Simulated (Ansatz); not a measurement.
Born–Oppenheimer molecular dynamics of CH₇BClNSi (12 atoms, charge 0, multiplicity 1). It goes on from the last frame of an earlier run, with new velocities.

All numbers below come from UKS B3LYP/STO-3G (Ansatz).

* ensemble: NVE (velocity Verlet)
* time step: 1 fs
* steps asked: 250
* starting velocities drawn for: 200 K
* seed: 775569

First frame:

```xyz
12
Properties=species:S:1:pos:R:3
C -1.511 -0.393 -0.274
B 0.084 -0.343 -0.259
N 0.670 -1.424 -0.917
Si 1.026 0.936 0.960
Cl 1.607 2.671 -0.105
H -1.908 -1.100 0.509
H -2.055 0.574 0.128
H -1.781 -1.018 -1.231
H 1.665 -1.520 -1.221
H 0.090 -2.042 -1.469
H 0.338 1.564 2.087
H 2.199 0.517 1.797
```

**Question.** How far do the bonds stretch over the last three quarters of this one trajectory? (Pairs bonded in most of those frames.)

**Answer.** 
| bond | mean (Å) | spread (Å) | shortest | longest |
| --- | --- | --- | --- | --- |
| C1–B2 | 1.597 | 0.034 | 1.51 | 1.67 |
| C1–H6 | 1.118 | 0.075 | 1.00 | 1.24 |
| C1–H7 | 1.114 | 0.048 | 1.03 | 1.20 |
| C1–H8 | 1.105 | 0.020 | 1.05 | 1.16 |
| B2–N3 | 1.393 | 0.023 | 1.35 | 1.44 |
| B2–Si4 | 1.989 | 0.037 | 1.91 | 2.05 |
| N3–H9 | 1.046 | 0.026 | 1.00 | 1.10 |
| N3–H10 | 1.046 | 0.027 | 0.99 | 1.10 |
| Si4–Cl5 | 2.135 | 0.043 | 2.06 | 2.22 |
| Si4–H11 | 1.453 | 0.029 | 1.40 | 1.50 |
| Si4–H12 | 1.456 | 0.023 | 1.41 | 1.50 |

Mean temperature of the second half: 547 K. The conserved energy stayed within 3.2 meV per atom of its start (net change -0.55 meV per atom), so there is no drift, though single steps change it by up to 30 meV in the whole system, a sign of fast motions only just resolved. The system heated up, since it started high on the potential surface and ran downhill. A run of 0.25 ps of so small a system gives no equilibrium averages. Limits of this set-up: minimal basis.

Run time: 13 min on 1 thread of Arm Neoverse V2, on a shared host, peak memory 0.15 GiB.
